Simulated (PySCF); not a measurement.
Saddle point of ZnH$_{3}$OF, singlet (ZnHOF ([OH][Zn][F]) + H₂ → ZnH₂O ([OH][ZnH]) + HF; bonds formed: Zn1–H5, F2–H4; bonds broken: Zn1–F2, H4–H5), PBE0-D4/def2-TZVP structure:

```
6
angstrom
Zn 0.0489 0.1210 0.1655
F -0.2582 -0.8040 -1.5716
O -0.2818 0.1070 1.9111
H 0.4428 0.2258 -1.5742
H 0.8734 0.9808 -1.1286
H -0.8250 -0.6304 2.1978
```

Energies are electronic, without zero-point energy. Barriers and step energies count from the start structure reached by relaxing down the imaginary mode; all methods use the PBE0-D4 structures, on which another method's saddle can fall below an end. PySCF 2.14 with density fitting (its default auxiliary sets; JK sets also for MP2 and CCSD(T)); basis: def2-TZVPP, with def2-QZVPP for the basis limit; cores frozen in the correlated methods. The 3s and 3p shells of Cu and Zn are frozen; filled d shells are correlated. B3LYP uses VWN-RPA correlation. Extrapolation: Hartree–Fock as exp(−7.88 √X), correlation as X^−2.97.

| method | barrier (kJ/mol) | step energy (kJ/mol) |
| --- | --- | --- |
| SPW92 | ? | 9.2 |
| PBE-D4 | 83.2 | 21.7 |
| r2SCAN-D4 | 91.1 | 30.3 |
| PBE0-D4 | 89.3 | 20.0 |
| B3LYP-D4 | ? | 27.3 |
| BHLYP-D4 | 107.9 | 28.2 |
| wB97M-V | 98.8 | 23.8 |
| HF | ? | 34.5 |
| MP2 | 103.8 | 28.8 |
| CCSD | 107.2 | 26.6 |
| CCSD(T) | 101.6 | 26.4 |

Problem. Fill in the withheld barriers. (Judge from chemistry; the value comes from the calculation.)

Solution. The calculation gives: SPW92 55.3; HF 133.2; B3LYP-D4 100.5 kJ/mol. Each is the energy of the saddle less that of the start structure, by the same method.

For comparison, the barrier by CCSD(T) at an estimated basis limit (MP2 extrapolated from triple and quadruple zeta, plus CCSD(T) − MP2 in triple zeta) is 105.9 kJ/mol.

The T1 diagnostic stays at or below 0.018.

Labels in which every atom is bracketed show which atoms are joined, not bond orders.

For scale, one of the runs: CCSD(T)/def2-TZVPP, 168 basis functions, launched by `OMP_NUM_THREADS=4 python run.py`. Time: 4.2 min of wall clock on 4 CPU threads of an Arm Neoverse V2; the host was shared. Peak host memory: 1.8 GiB.
